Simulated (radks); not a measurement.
Coulomb parameter of the 3d shell of the chromium ion Cr2+ in the model configuration [Ar] 3d2.5 4s1.5, as a second difference U = [E(n + 0.5) + E(n - 0.5) - 2 E(n)] / (0.5)^2 with all orbitals relaxed. "Bare": the charge of the atom changes with n. "Screened": the 4s shell takes up the change at fixed total charge, which measures U(3d,3d) + U(4s,4s) - 2 U(3d,4s). Calculated with a radial shooting solver on a logarithmic mesh with Libxc functionals: Dirac Kohn-Sham, PBE, spin-unpolarised, spherical densities, point nucleus; open shells are shared between the two j in proportion to 2j + 1.

case              configuration  E - E(n) (eV)
start          [Ar] 3d2.5 4s1.5          0.000
bare +0.5        [Ar] 3d3 4s1.5        -13.759
bare -0.5        [Ar] 3d2 4s1.5         17.972
screened +0.5      [Ar] 3d3 4s1         -4.372
screened -0.5      [Ar] 3d2 4s2          5.442

U(bare) = 16.852 eV, U(screened by 4s) = 4.279 eV.
